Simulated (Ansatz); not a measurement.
```yaml
crystal:
  periodic: [false, false, false]
  atoms:
    - {symbol: C, position_ang: [-2.143337, 0.637552, 0.653640]}
    - {symbol: Si, position_ang: [-0.712213, 0.235431, -0.349342]}
    - {symbol: S, position_ang: [0.892478, 1.563629, 0.182311]}
    - {symbol: Si, position_ang: [0.514352, -1.630929, -0.213286]}
    - {symbol: Al, position_ang: [2.328338, -0.175551, -0.695512]}
    - {symbol: H, position_ang: [-2.407592, 1.647046, 0.554086]}
    - {symbol: H, position_ang: [-1.963256, 0.430009, 1.665103]}
    - {symbol: H, position_ang: [-2.955813, 0.048771, 0.344336]}
    - {symbol: H, position_ang: [-0.910437, 0.668077, -1.696768]}
    - {symbol: H, position_ang: [0.990777, 1.139326, 1.398941]}
    - {symbol: H, position_ang: [0.004936, -2.680027, -1.041788]}
    - {symbol: H, position_ang: [0.400454, -2.047744, 1.156195]}
    - {symbol: H, position_ang: [3.543229, -0.122560, 0.228140]}
    - {symbol: H, position_ang: [2.405605, 0.259033, -2.158409]}
basis:
  gaussian: {orbitals: def2-TZVPP, nuclear_model: gaussian}
magnetization: {spin_polarized: true, initial_magnetization: 1}
hamiltonian: {xc: {name: r2SCAN0}}
output: {forces: true}
```

```sh
$ ansatz run in.yaml --threads 4 --pin off --events-out ev --progress --plain --max-ram 10444MiB
```

(1) How does Ansatz answer? (Best estimate.)

Answers

(1) Ansatz gave: The input was rejected before any iteration.
```
Error: a molecule whose nuclei and cores have a total charge of 72 cannot have a net charge of 0 together with 1 unpaired electrons
```
